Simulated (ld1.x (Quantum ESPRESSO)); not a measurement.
# What the settings do to the TM semilocal potential of Hf (Z = 72)

Base potential:

- Element: Hf (Z = 72)
- Generator: ld1.x (Quantum ESPRESSO) 7.5
- Type: norm-conserving Troullier–Martins (semilocal form)
- Functional: LDA (PZ)
- Relativity: scalar-relativistic
- Frozen core: [Kr] 4d10 4f14
- Valence charge: 12
- Reference configuration: 5s2 5p6 5d2 6s2 6p0
- Partial waves: 5s (bound): rc 1.10 bohr; 5p (bound): rc 1.80 bohr; 5d (bound): rc 2.60 bohr
- Local potential: the d channel
- Core correction: Bessel-smoothed model core inside 0.75 bohr

Occupied shells without a wave of their own: 6s. They enter only through the test configuration that unscreens the potential, and ld1.x also counts them in the model core charge.

All-electron outer shells of the reference configuration (LDA (PZ), scalar-relativistic, ld1.x):

```csv
shell,level (eV),outermost node (bohr),outermost maximum (bohr)
4d,-206.47,0.23,0.47
5s,-67.17,0.55,1.01
5p,-35.71,0.60,1.16
4f,-17.03,–,0.45
6s,-5.27,1.37,2.89
5d,-2.87,0.67,1.71
6p,-1.47,1.66,4.05
```

Cutoffs, loose and tight: the cutoffs (Ry, on a coarse ladder) from which the occupation-weighted sum of valence levels, in a spherical-Bessel basis at the reference potential, stays within 10 and 1 mRy of its value at 400 Ry. They do not see the model core or the augmentation charge, which bear on the density cutoff. Test errors are all-electron minus pseudo excitation energies from the reference, over the configurations 5s2 5p6 5d2 6s1 6p0; 5s2 5p6 5d2 6s0 6p0; 5s2 5p6 5d1 6s0 6p0; 5s2 5p6 5d1 6s2 6p1; 5s2 5p6 5d2 6s1 6p1; 5s2 5p5 5d2 6s2 6p0; 5s2 5p6 5d2 6s1.5 6p0 (two spin-polarised tests are not counted in the largest error). A dash means not determined; rows that change the core or the reference have their own tests.

With those shells counted twice in exchange and correlation these files are broken, and their errors move erratically; no question is asked of them.

A semilocal file is local in each channel, so a ghost entry of none says nothing of the separable form that plane-wave codes build from it.

```tsv
change	outcome	cutoff, loose	cutoff, tight	bound ghosts	largest test error (meV)
base	generated	100 Ry	180 Ry	none	-1230
wave 5p (bound): rc 1.80 bohr becomes 5p (bound): rc 1.20 bohr	generated	110 Ry	180 Ry	none	-1234
wave 5p (bound): rc 1.80 bohr becomes 5p (bound): rc 1.30 bohr	generated	100 Ry	180 Ry	none	-1234
wave 5p (bound): rc 1.80 bohr becomes 5p (bound): rc 1.54 bohr	generated	100 Ry	180 Ry	none	-1233
wave 5p (bound): rc 1.80 bohr becomes 5p (bound): rc 1.72 bohr	generated	100 Ry	180 Ry	none	-1231
wave 5p (bound): rc 1.80 bohr becomes 5p (bound): rc 1.92 bohr	generated	100 Ry	180 Ry	none	-1229
wave 5p (bound): rc 1.80 bohr becomes 5p (bound): rc 2.12 bohr	generated	100 Ry	180 Ry	none	-1227
wave 5p (bound): rc 1.80 bohr becomes 5p (bound): rc 2.34 bohr	generated	100 Ry	180 Ry	none	-1226
wave 5p (bound): rc 1.80 bohr becomes 5p (bound): rc 2.54 bohr	generated	100 Ry	180 Ry	none	-1226
wave 5p (bound): rc 1.80 bohr becomes 5p (bound): rc 2.68 bohr	generated	100 Ry	180 Ry	none	-1227
```

Reading the sweep of the p radius (base included, trends over the rows without a ghost): The loose cutoff stays near 100 Ry. The median size of the test errors (rows with all tests solved) stays near 179.1 meV.
